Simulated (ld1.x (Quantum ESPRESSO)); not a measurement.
u(r) = r·R(r): atom against pseudo-atom (O (Z = 8))

Columns: radius, all-electron u(r) and pseudo u(r) of the 2s shell (level -23.96 eV) of oxygen in the configuration [He] 2s2 2p4; PBE, scalar-relativistic, RRKJ scheme, ld1.x (Quantum ESPRESSO) 7.5.

| r (bohr) | all-electron | pseudo |
| --- | --- | --- |
| 0.055 | 0.3515 | -0.0501 |
| 0.110 | 0.4198 | -0.1021 |
| 0.165 | 0.3383 | -0.1580 |
| 0.220 | 0.1844 | -0.2199 |
| 0.275 | 0.0033 | -0.2900 |
| 0.330 | -0.1790 | -0.3692 |
| 0.385 | -0.3484 | -0.4571 |
| 0.440 | -0.4980 | -0.5506 |
| 0.495 | -0.6251 | -0.6450 |
| 0.550 | -0.7292 | -0.7341 |
| 0.605 | -0.8113 | -0.8117 |
| 0.660 | -0.8731 | -0.8731 |
| 0.715 | -0.9169 | -0.9169 |
| 0.770 | -0.9449 | -0.9449 |
| 0.825 | -0.9595 | -0.9595 |
| 0.880 | -0.9629 | -0.9629 |
| 0.935 | -0.9570 | -0.9570 |
| 0.990 | -0.9436 | -0.9436 |
| 1.045 | -0.9242 | -0.9242 |
| 1.100 | -0.9002 | -0.9002 |
| 1.155 | -0.8725 | -0.8725 |
| 1.210 | -0.8423 | -0.8423 |
| 1.265 | -0.8102 | -0.8102 |
| 1.320 | -0.7769 | -0.7769 |
| 1.375 | -0.7431 | -0.7431 |
| 1.430 | -0.7090 | -0.7090 |

(1) How many radial nodes do the two functions have?

(2) At about which radius was the pseudo-wave matched?

(3) Where does each function peak?

(4) Is the pseudo-wave norm-conserving?

Results:

(1) The all-electron 2s function has n − l − 1 = 1; the pseudo-wave has 0, since the states of the same l below it are removed with the core.

(2) 0.65 bohr, where the columns begin to agree (steps of 0.06 bohr).

(3) Outermost all-electron maximum near 0.88 bohr, pseudo maximum near 0.88 bohr (to the table’s step).

(4) Yes: the RRKJ scheme keeps the norm inside the radius equal to the all-electron one, which fixes the energy derivative of the logarithmic derivative at the level.
